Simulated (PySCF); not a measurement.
Electron correlation in F⁺ (fluorine, charge +1)

[He] 2s2 2p4, high-spin 3P determinant. Computed with PySCF 2.14 in 6-31G*, with the non-relativistic Hamiltonian (point nucleus). Frozen: 1s2; 6 electrons correlated.

MP2 pair energies summed by pair of shells (mhartree):

| pair | energy | share (%) |
| --- | --- | --- |
| 2p-2p | -36.13 | 46.9 |
| 2s-2p | -35.65 | 46.3 |
| 2s-2s | -5.29 | 6.9 |

Total MP2 correlation energy: -77.08 mhartree.

Same-spin part -19.27 and opposite-spin part -57.81 mhartree; SCS-MP2 scales them by 1/3 and 6/5 to -75.79 mhartree.

```tsv
level	correlation energy (mhartree)
CCSD	-90.03
(T)	-0.92
CCSD(T)	-90.95
```

Diagnostics: T1 = 0.0054, D1 = 0.0103, largest double amplitude 0.042.

Cost of the coupled-cluster step: 0.11 s of wall time on 1 thread of Neoverse-V1 (shared host), for 6 correlated electrons.

Iterations:

```
CC2 = 0
CCSD nocc = (np.int64(4), np.int64(2)), nmo = (13, 13)
frozen orbitals [[0], [0]]
max_cycle = 100
direct = 0
conv_tol = 1e-08
conv_tol_normt = 1e-06
diis_space = 8
diis_start_cycle = 0
Init t2, MP2 energy = -0.0770765198344777
Init E_corr(UCCSD) = -0.0770765198369568
cycle = 1  E_corr(UCCSD) = -0.0867934708140776  dE = -0.00971695098  norm(t1,t2) = 0.025238
cycle = 2  E_corr(UCCSD) = -0.0890993102484961  dE = -0.00230583943  norm(t1,t2) = 0.0070294
cycle = 3  E_corr(UCCSD) = -0.0900241016875883  dE = -0.000924791439  norm(t1,t2) = 0.00273266
cycle = 4  E_corr(UCCSD) = -0.0900265249009815  dE = -2.42321339e-06  norm(t1,t2) = 0.000676414
cycle = 5  E_corr(UCCSD) = -0.0900283887373263  dE = -1.86383634e-06  norm(t1,t2) = 0.000101956
cycle = 6  E_corr(UCCSD) = -0.0900279468559098  dE = 4.41881416e-07  norm(t1,t2) = 1.12704e-05
cycle = 7  E_corr(UCCSD) = -0.0900281000465851  dE = -1.53190675e-07  norm(t1,t2) = 1.47496e-06
cycle = 8  E_corr(UCCSD) = -0.0900280868574738  dE = 1.31891113e-08  norm(t1,t2) = 3.00762e-07
cycle = 9  E_corr(UCCSD) = -0.0900280859241281  dE = 9.33345679e-10  norm(t1,t2) = 2.94685e-08
UCCSD converged
E(UCCSD) = -98.87848552230362  E_corr = -0.09002808592412814
UCCSD(T) correction = -0.000915550631597415
```
